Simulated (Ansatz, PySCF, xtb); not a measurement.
Gas-phase reaction in SMILES: C1=CO1 + 2 C (CH4) + O (H2O) -> C=C (C2H4) [ethene] + 2 CO (CH4O) [methanol]
Each molecule is optimised on its own at B3LYP-D3(BJ)/def2-TZVP (Ansatz, a first-principles code). Unstable Hartree-Fock reference: C1=CO1.

Quantity: bond separation energy (electronic energy difference), in kcal/mol. Valence correlation only, unless marked. No spin-orbit coupling. Non-relativistic. CBS(X,Y): correlation extrapolated as X^-3; Hartree-Fock from the larger set.

| level | program | bond separation energy (kcal/mol) |
|---|---|---|
| GFN2-xTB | xtb | -56.4 |
| B97M-V/def2-TZVPD | Ansatz | (withheld) |
| PBE0/def2-TZVP | Ansatz | (withheld) |
| BHLYP/def2-TZVPD | Ansatz | (withheld) |
| PW6B95/def2-TZVPD | PySCF | -61.5 |
| HSE06/def2-TZVPD | Ansatz | -64.1 |
| LC-wPBE-D4/def2-TZVPD | Ansatz + dftd4 | -65.1 |
| B2GP-PLYP-D3(BJ)/def2-TZVPD | Ansatz + dftd3 | -62.7 |
| B2PLYP/def2-TZVPD | Ansatz | (withheld) |
| SCS-MP2/aug-cc-pVDZ | Ansatz | -64.1 |
| SCS-MP2/aug-cc-pVTZ | Ansatz | -61.5 |
| SCS-MP2/cc-pVTZ | Ansatz | -62.6 |
| CCSD/6-31G* | Ansatz | -65.1 |
| CCSD/aug-cc-pVTZ | Ansatz | -65.3 |
| CCSD(T)/CBS(cc-pVTZ,cc-pVQZ) | Ansatz | -62.7 |

Fill in the missing entries.


- B97M-V/def2-TZVPD, bond separation energy (kcal/mol): -59.6
- PBE0/def2-TZVP, bond separation energy (kcal/mol): -64.6
- BHLYP/def2-TZVPD, bond separation energy (kcal/mol): -69.4
- B2PLYP/def2-TZVPD, bond separation energy (kcal/mol): -60.7
